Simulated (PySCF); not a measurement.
Si⁺ (silicon, charge +1) across methods

[Ne] 3s1 3p2, 3s spin antiparallel (an excited configuration). Calculation: PySCF 2.14, in x2c-TZVPPall (5s5p3d1f, 42 functions); the spin-free X2C one-electron Hamiltonian (Gaussian nucleus). The B2PLYP total includes its PT2 part (frozen core); its orbital energies are those of the SCF part.

```csv
method,E (hartree),mean ε 2p β (eV),mean ε 3s β (eV),mean ε 3p α (eV),Σ⟨r²⟩ (bohr²),⟨S²⟩
B2PLYP,-289.2799,-117.76,-21.433,-14.190,21.96,1.750
r2SCAN,-289.3673,-108.73,-19.560,-12.937,21.70,1.750
LDA,-288.2350,-106.51,-19.394,-12.683,21.50,1.750
BHandHLYP,-289.3936,-117.38,-21.534,-14.209,21.84,1.750
BLYP,-289.4283,-106.50,-19.214,-12.523,21.50,1.750
PBE,-289.2645,-106.55,-19.272,-12.761,21.52,1.750
M06,-289.3883,-112.38,-20.311,-13.318,21.19,1.750
PBE0,-289.2743,-112.01,-20.434,-13.608,21.66,1.750
```

Question: Estimate the same row for UHF.

Answer: E (hartree) = -288.85264; mean ε 2p β (eV) = -127.29; mean ε 3s β (eV) = -22.964; mean ε 3p α (eV) = -15.393; Σ⟨r²⟩ (bohr²) = 22.61; ⟨S²⟩ = 1.750.

With the s spin flipped the determinant is a mixture of two multiplicities, not a spectroscopic state.
